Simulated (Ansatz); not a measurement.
Two spin states of ZnTe, each at its own minimum; 2S+1 = 1, 3 were tried, and our sources give no spin for the ground state. No spin–orbit coupling. Zn is treated without relativity.

Each state is the lowest solution found for its spin in def2 and cc sets. The singlet is a restricted closed-shell determinant, which can mix singlet states where a π or δ shell is part-filled.

Correlated levels freeze the inner cores; with def2 sets outer-core shells near the valence are correlated too.

Programs: Ansatz (a quantum-chemistry and plane-wave program) with Gaussian orbitals. Each number belongs to the level named beside it. In def2 rows elements past Kr take small-core potentials, without spin–orbit coupling.

PBE/def2-TZVPP gives 5.39 kcal/mol for the energy of the multiplicity-3 state above the multiplicity-1 state.

Q: How do the other levels lie against it? Give each less PBE: PBE0/def2-TZVPP, wB97X-V/def2-TZVPP, CCSD(T)/def2-TZVPP.

A: PBE0/def2-TZVPP -2.94; wB97X-V/def2-TZVPP -3.23; CCSD(T)/def2-TZVPP -0.54 kcal/mol. 0 of 3 lie above PBE; the widest gap is to wB97X-V/def2-TZVPP.

Doubts at one or more of the structures used: a restricted determinant that unrestricted orbitals would lower (CCSD(T)/def2-TZVPP).
